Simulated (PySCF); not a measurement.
GeO, neutral, multiplicity 1. Atoms are numbered in the order given.

```xyz
2

Ge     0.0000     0.0000    -0.3266
O      0.0000     0.0000     1.3063
```

Coordinates come from a B3LYP-D3(BJ)/def2-TZVPD optimisation.

Level of theory: B3LYP/pcSseg-2 run with PySCF.

GIAO shieldings, no solvent; atoms alike by connectivity are averaged. δ = σ(ref) − σ: ⁷³Ge against GeH4 (σ = 1629.1 ppm); ¹⁷O against H2O (σ = 325.5 ppm), references at their B3LYP-D3(BJ)/def2-TZVP geometries, non-relativistic.

Question: Estimate the chemical shifts. (Estimate from the structure and the level; the computed values follow.)

Answer: 
| nucleus | atoms | count | δ (ppm) |
|---|---|---|---|
| ⁷³Ge | Ge1 | 1 | 733.7 |
| ¹⁷O | O2 | 1 | 754.6 |
